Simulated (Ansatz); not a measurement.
```yaml
crystal:
  periodic: [false, false, false]
  atoms:
    - {symbol: Li, position_ang: [-1.792187, -0.597200, -0.975466]}
    - {symbol: Li, position_ang: [1.034773, -1.096578, 1.286122]}
    - {symbol: Li, position_ang: [0.619889, -1.415418, -1.000405]}
    - {symbol: Li, position_ang: [0.153102, 0.919801, -0.266903]}
    - {symbol: Li, position_ang: [-1.226173, -2.820324, 0.649643]}
    - {symbol: Li, position_ang: [-1.482381, 0.086727, 1.565361]}
    - {symbol: N, position_ang: [0.991058, 3.049176, -0.611702]}
    - {symbol: N, position_ang: [-0.514224, -0.933194, 0.043716]}
    - {symbol: N, position_ang: [1.993440, 2.289637, -0.719052]}
basis:
  gaussian: {orbitals: pcseg-2, point_charges: [{charge: 0.50, position_ang: [6.973, -0.780, -0.483]}]}
total_charge: -1
hamiltonian: {xc: {name: wB97X-V}}
scf: {lower_state_search: off}
output: {forces: true}
```

```sh
$ ansatz run in.yaml --threads 4 --pin off --events-out ev --progress --plain --max-ram 3916MiB
```

Shortened log:

```
Functional definition: wB97X-V
1272 factors; their error is unknown
396 factors; integrals over basis functions are off by at most 2.8e-5 eV
mean field evaluation 1: about -5679.7380 eV, gradient 8.4e1 eV
mean field evaluation 2: about -5462.5148 eV, gradient 1.9e2 eV
mean field evaluation 4: about -5695.5071 eV, gradient 3.0e1 eV
mean field evaluation 8: about -5698.2296 eV, gradient 1.2e0 eV
mean field evaluation 16: about -5698.0591 eV, gradient 1.3e-2 eV
mean field evaluation 32: about -5698.0591 eV, gradient 6.0e-5 eV
mean field -5698.05908311 eV, -209.3998090213 hartree, gradient 9.4e-6 eV, S^2 0.000000; 0 other end points of the search recorded, 0 dependent functions left out
reference -5698.05908078 eV, -209.3998089355 hartree; 20, 20 occupied and 160, 160 virtual orbitals, 1272 factors
Total energy: -5698.05908078 eV, -209.3998089355 hartree
Atom 0 at    -1.792187    -0.597200    -0.975466 Å, force    -1.771647     0.343149    -0.882292 eV/Å
Atom 1 at     1.034773    -1.096578     1.286122 Å, force    -0.023894    -0.167448    -0.134168 eV/Å
Atom 2 at     0.619889    -1.415418    -1.000405 Å, force     2.241842    -1.212489    -1.920262 eV/Å
Atom 3 at     0.153102     0.919801    -0.266903 Å, force     0.450499     0.648004    -0.177267 eV/Å
Atom 4 at    -1.226173    -2.820324     0.649643 Å, force     0.335968     0.937824    -0.232696 eV/Å
Atom 5 at    -1.482381     0.086727     1.565361 Å, force    -0.113798    -0.478355    -0.504373 eV/Å
Atom 6 at     0.991058     3.049176    -0.611702 Å, force     8.242636    -6.785315    -0.814813 eV/Å
Atom 7 at    -0.514224    -0.933194     0.043716 Å, force    -0.641026     0.378106     3.726152 eV/Å
Atom 8 at     1.993440     2.289637    -0.719052 Å, force    -8.492016     6.335876     0.916915 eV/Å
Dipole moment:    -0.670505     0.405475    -0.297014 e Å
Checks for a lower state left out: stability, starts, cluster_reference, orbital_swaps, neighbouring_geometries, increment
```

Run time 10 s (4 threads of Arm Neoverse V2 on a shared host).

The highest occupied level of an anion often lies above zero with these methods, and sets without diffuse functions describe the outer electron poorly. The restricted singlet is unstable towards broken spin symmetry at other levels; at RKS ωB97X-V/pcseg-2 this wasn't settled.

The dipole of an ion depends on the origin.
